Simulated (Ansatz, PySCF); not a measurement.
System: C3H4Cl (charge 0, doublet). It need not be the lowest isomer of its formula. 
Structure (B3LYP-D3(BJ)/def2-TZVP (Ansatz, a program for electronic structure) minimum search):
```xyz
8

C     -2.2515     0.1633    -0.7819
C     -1.1427    -0.0462     0.0008
C      0.1547     0.1472    -0.4345
Cl     1.5128    -0.1283     0.5825
H     -2.1633     0.4996    -1.8070
H     -3.2458    -0.0024    -0.3942
H     -1.2779    -0.3834     1.0230
H      0.4054     0.4807    -1.4308
```
Charge 0, spin multiplicity 2.

Property: atomisation energy (electronic, to ground-state atoms), in kJ/mol. Cores are frozen in the correlated levels unless marked. UHF or UKS for open shells. No spin-orbit coupling. No relativistic terms. The coupled-cluster limit lacks core correlation, which all-electron functionals hold. CBS marks a two-point X^-3 extrapolation of the correlation energy; Hartree-Fock from the larger set. The bracket is a focal-point correction in the basis named.

The UHF reference is spin-contaminated (<S^2> 0.21 over the pure value in the largest basis). 

```tsv
level	program	atomisation energy (kJ/mol)
PBE0-D3(BJ)/def2-TZVPD	Ansatz + dftd3	3177.9
PBE0/def2-TZVP	Ansatz	3164.0
TPSSh-D3(BJ)/def2-TZVPD	PySCF + dftd3	3160.4
TPSSh/def2-TZVPD	PySCF	3143.2
r2SCANh/def2-TZVPD	Ansatz	3141.8
r2SCAN0/def2-TZVPD	Ansatz	3114.3
CAM-B3LYP/def2-TZVPD	Ansatz	___
B2GP-PLYP-D3(BJ)/def2-TZVPD	Ansatz + dftd3	3089.4
B2GP-PLYP/def2-TZVPD	Ansatz	3080.2
B2PLYP-D3(BJ)/def2-TZVPD	Ansatz + dftd3	3102.3
SCS-MP2/6-31G*	Ansatz	2839.0
SCS-MP2/aug-cc-pV(T+d)Z	Ansatz	3049.8
SCS-MP2/cc-pV(T+d)Z	Ansatz	3033.4
CCSD/6-31G	Ansatz	2651.2
CCSD/aug-cc-pV(D+d)Z	Ansatz	2863.3
RI-MP2/CBS(aug-cc-pV(T+d)Z,aug-cc-pV(Q+d)Z)+[CCSD(T)-MP2]/aug-cc-pV(T+d)Z	Ansatz	3115.9
```

### Question
Complete the blanks.

### Answer

- CAM-B3LYP/def2-TZVPD, atomisation energy (kJ/mol): 3126.5
